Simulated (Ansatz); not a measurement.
The same path of Cl₃FGaH (6 atoms, charge 0, multiplicity 1) was run twice with different band settings. Lost on the way: H5–Cl6. Made: F2–H5.

Method: RKS PBE0/def2-SVP in Ansatz 0.2.0.

Relaxed end points:

```xyz
6
Properties=species:S:1:pos:R:3
Ga -0.375 -0.589 0.122
F -1.205 0.837 -0.539
Cl 0.123 -2.121 -1.263
Cl -0.607 -0.939 2.204
H 0.481 1.690 -0.475
Cl 1.583 1.122 -0.049
```

```xyz
6
Properties=species:S:1:pos:R:3
Ga 0.171 -0.595 0.240
F -0.987 1.047 -0.568
Cl -0.005 -2.051 -1.302
Cl -0.728 -0.878 2.148
H -0.247 1.631 -0.609
Cl 1.797 0.846 0.091
```

Common settings: movable images 7; climbing image yes; optimiser quadratic models (default); start path through a guess of the saddle point; force threshold 0.03 eV/Å; iteration limit 60; end points relaxed.

| run | spring |
| --- | --- |
| 1 | 5.0 eV/Å² |
| 2 | 20.0 eV/Å² |

Question: What does each run give, and how far can it be trusted?

Answer: Run 1: converged after 7 iterations, highest image 0.032 eV above the first end. A vibrational analysis at the climbing image gives one clearly imaginary mode, 283i cm⁻¹: a first-order saddle point.
Run 2: converged after 9 iterations, highest image 0.032 eV above the first end. Another band between the same ends (7 images) ends at a top of the same energy, where a vibrational analysis finds 1 clearly imaginary mode.
The orbitals stay closed-shell, which can raise the energy where a bond breaks towards radicals; this wasn't checked here.
